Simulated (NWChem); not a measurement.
Species: C2H4ClFSi; SMILES C=C(F)[SiH2]Cl

```xyz
9

C     -1.5748     1.2340     0.0000
C     -0.2447     1.2149     0.0000
F      0.4557     2.3666     0.0000
Si     0.8879    -0.2886     0.0000
Cl    -0.2849    -1.9917     0.0000
H     -2.1274     0.2932     0.0000
H     -2.1262     2.1785     0.0000
H      1.7412    -0.2822    -1.2186
H      1.7412    -0.2822     1.2186
```
Atoms are numbered in this order, from 1.

All runs: NWChem. Medium grid unless said otherwise, to which SCAN and Minnesota functionals are sensitive. Geometry: optimised at PBE0/def2-SVP. Hybrids' shares of exact exchange are those that their runs print; pure functionals count as 0. The functionals differ in more than this share.

| row | share of exact exchange | orbital gap (eV) |
|---|---|---|
| PBE/def2-TZVP | 0.00 | 5.15 |
| r2SCAN/def2-TZVP | 0.00 | 5.57 |
| TPSSh/def2-TZVP | 0.10 | 6.21 |
| B3LYP/def2-TZVP | 0.20 | 6.89 |
| PBE0/def2-TZVP | 0.25 | withheld |
| M06-2X/def2-TZVP | 0.54 | 9.53 |

Question: Fit a straight line of the last column on the one before it, predict the withheld value, and compare with the run.

Answer: 
1. Means of the 5 shown rows: x = 0.168, y = 6.670. Slope Σ(x − x̄)(y − ȳ)/Σ(x − x̄)² = 1.542/0.2005 = 7.694; intercept 5.377.
2. The shown rows scatter about the line by 0.137 (root mean square); the largest residual is -0.23, at PBE/def2-TZVP.
3. At x = 0.25 (PBE0/def2-TZVP; inside the shown range) the line gives 7.30.
4. The run gives 7.34, +0.04 from the line, 0.3 times the scatter.
